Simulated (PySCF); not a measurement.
Excitations are Tamm–Dancoff values on a coarser integration grid. The basis has no diffuse functions, so Rydberg states are missing or too high.

Cartesian coordinates (Å):
```xyz
8

In    -0.1487    -0.1004    -0.1367
H     -0.3048     1.2276    -1.2555
H     -1.3893    -0.3379     1.0650
H      0.8701    -1.4475    -0.5696
N      1.4301     0.9667     1.3212
H      2.2964     1.1882     0.8316
H      1.6684     0.3685     2.1115
H      1.0582     1.8383     1.6969
```
Charge 0, spin multiplicity 1.

### Question
What is the computed S1 excitation (TDA), HOMO and S1 oscillator strength (PBE0-D4/def2-TZVP // PBE0-D4/def2-SVP run with PySCF)?

### Answer

* **S1 excitation (TDA)**: 5.59 eV
* **HOMO**: -7.28 eV
* **S1 oscillator strength**: 0.003
